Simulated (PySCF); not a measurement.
# Solvent effects on NMR parameters

Cartesian coordinates in Å; atom numbers follow the order of the lines, from 1:
```xyz
20

C    -2.5744    0.3726   -0.9139
P    -1.7232   -0.4301    0.4551
O    -2.1992   -0.0639    1.8185
O    -1.9304   -2.0032    0.0562
C     0.0334   -0.1307    0.2398
C     0.9246   -0.9963   -0.2661
C     2.3276   -0.4713   -0.1630
C     2.1182    1.0179    0.1610
C     0.7116    1.1068    0.7763
H    -2.3665    1.4514   -0.8763
H    -3.6554    0.2145   -0.7909
H    -2.2415   -0.0368   -1.8774
H    -1.8857   -2.5384    0.8595
H     0.6683   -1.9849   -0.6559
H     2.9215   -0.6378   -1.0763
H     2.8599   -1.0028    0.6488
H     2.1361    1.5939   -0.7780
H     2.9012    1.4343    0.8111
H     0.1877    2.0409    0.5171
H     0.7208    1.0596    1.8797
```

GIAO PBE0/pcSseg-1 in PySCF 2.14 on one PBE0-D3(BJ)/def2-SVP conformer, non-relativistic, equivalent nuclei averaged. Solvents enter as an IEF-PCM continuum (methanol with ε = 32.6, acetonitrile with ε = 35.7) around the gas-phase geometry. Shifts are referred to TMS computed in the same medium.

Gas phase, δ in ppm: C6 151.3, C5 149.2, C7 36.8, C9 35.7, C8 27.1, C1 17.3, H14 6.49, H20 2.67, H16 2.41, H15 2.36, H19 2.29, H13 2.27, H18 1.94, H17 1.68. Dipole moment 3.32 D.

**Question.** How does each δ change in the continuum?

**Answer.** 
| atoms | environment | Δδ, methanol | Δδ, acetonitrile |
| --- | --- | --- | --- |
| C6 | alkene CH | +4.7 | +4.7 |
| C5 | fully substituted alkene carbon | -1.4 | -1.4 |
| C7 | allylic sp3 CH2 | +1.1 | +1.1 |
| C9 | allylic sp3 CH2 | +0.4 | +0.4 |
| C8 | sp3 CH2 in a ring | +0.7 | +0.7 |
| C1 | methyl carbon bonded to P | +0.6 | +0.6 |
| H14 | hydrogen on an alkene CH | +0.21 | +0.21 |
| H20 | hydrogen on an allylic sp3 CH2 | -0.20 | -0.21 |
| H16 | hydrogen on an allylic sp3 CH2 | +0.10 | +0.10 |
| H15 | hydrogen on an allylic sp3 CH2 | +0.15 | +0.15 |
| H19 | hydrogen on an allylic sp3 CH2 | +0.13 | +0.13 |
| H13 | hydrogen on an oxygen bonded to P | +0.88 | +0.88 |
| H18 | hydrogen on an sp3 CH2 in a ring | +0.07 | +0.07 |
| H17 | hydrogen on an sp3 CH2 in a ring | +0.08 | +0.08 |

Changes are relative to the gas phase. The dipole moment becomes 4.32 D in methanol, 4.33 D in acetonitrile.

**Question.** Which of the listed nuclei move most (in ppm), and what does the model miss? (N and O are left out, as their reference compounds move with the solvent too.)

**Answer.** C6 (alkene CH, +4.7 ppm) in acetonitrile. A continuum only polarises the solute; specific hydrogen bonds, the anisotropy of aromatic solvents and changes of geometry or conformer are outside it.
